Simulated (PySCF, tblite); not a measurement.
Isomers of CH13NOSi4. Computed values, GFN2-xTB/tblite, gas phase, harmonic and unscaled. This tight-binding method is rough: wavenumbers can miss measured ones by several per cent, in bad cases by 10 to 20. Modes of hydrogen on silicon can be 10 to 20 % off. One conformer each.

Electronic energies: PBE0/pcSseg-1 single points on the GFN2-xTB geometries (PySCF, gas phase).

```json
{"SMILES": "C[Si@@H](O[SiH3])N([SiH3])[SiH3]", "electronic energy, lowest = 0 (kJ/mol)": "0.0"}
{"SMILES": "C[SiH2]O[Si@@H](N)[SiH2][SiH3]", "electronic energy, lowest = 0 (kJ/mol)": "84.3"}
{"SMILES": "C[Si@](O)([SiH2]N)[SiH2][SiH3]", "electronic energy, lowest = 0 (kJ/mol)": "190.2"}
{"SMILES": "C[SiH2][Si@](O)([SiH3])[SiH2]N", "electronic energy, lowest = 0 (kJ/mol)": "202.1"}
```

Q: How do GFN2-xTB zero-point energies change the relative energies?

A: 
| SMILES | ZPE (kJ/mol) | of it from modes above 1550 cm⁻¹ | electronic (kJ/mol) | with ZPE, lowest = 0 (kJ/mol) | lowest mode (cm⁻¹) | rings |
| --- | --- | --- | --- | --- | --- | --- |
| C[Si@@H](O[SiH3])N([SiH3])[SiH3] | 334.4 | 188.6 | 0.0 | 0.0 | 5 | 0 |
| C[SiH2]O[Si@@H](N)[SiH2][SiH3] | 345.0 | 200.5 | 84.3 | 94.8 | 11i | 0 |
| C[Si@](O)([SiH2]N)[SiH2][SiH3] | 347.6 | 208.4 | 190.2 | 203.4 | 19i | 0 |
| C[SiH2][Si@](O)([SiH3])[SiH2]N | 347.3 | 208.9 | 202.1 | 215.0 | 18 | 0 |

The zero-point energies span 13.2 kJ/mol, from `C[Si@@H](O[SiH3])N([SiH3])[SiH3]` to `C[Si@](O)([SiH2]N)[SiH2][SiH3]`. Slightly imaginary modes are left out of the zero-point energy: `C[SiH2]O[Si@@H](N)[SiH2][SiH3]` 11.3i cm⁻¹ and `C[Si@](O)([SiH2]N)[SiH2][SiH3]` 19.4i cm⁻¹. The order is unchanged.

Q: And how do the electronic energies of GFN2-xTB itself compare?

A: `C[Si@@H](O[SiH3])N([SiH3])[SiH3]` 0.0; `C[SiH2]O[Si@@H](N)[SiH2][SiH3]` 230.3; `C[Si@](O)([SiH2]N)[SiH2][SiH3]` 432.2; `C[SiH2][Si@](O)([SiH3])[SiH2]N` 434.5 kJ/mol, lowest = 0. Against the energies above, taken from the same isomer `C[Si@@H](O[SiH3])N([SiH3])[SiH3]`, the largest difference is 242.0 kJ/mol.
